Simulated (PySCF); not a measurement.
Radial density of Ni³⁺ (nickel, charge +3)

UHF, [Ar] 3d7, high-spin 4F determinant. Calculation: PySCF 2.14, in Sapporo-DKH3-DZP-2012; the spin-free X2C one-electron Hamiltonian (Gaussian nucleus).

```csv
r (bohr),4πr²ρ (e/bohr),4πr²(ρα − ρβ)
0.00110,0.3277,0.0000
0.00185,0.8175,0.0000
0.00312,1.998,0.0000
0.00524,4.651,0.0001
0.00882,10.13,0.0002
0.0148,19.50,0.0005
0.0250,30.26,0.0009
0.0420,33.67,0.0028
0.0706,27.37,0.0133
0.119,32.03,0.0773
0.200,36.82,0.4552
0.336,17.73,1.8120
0.565,19.91,3.4169
0.950,12.63,2.3869
1.60,1.882,0.5070
2.69,0.06159,0.0170
4.52,0.001793,0.0005
```

Densities and radii are taken from the X2C orbitals without a picture-change correction, which distorts them close to the nucleus.
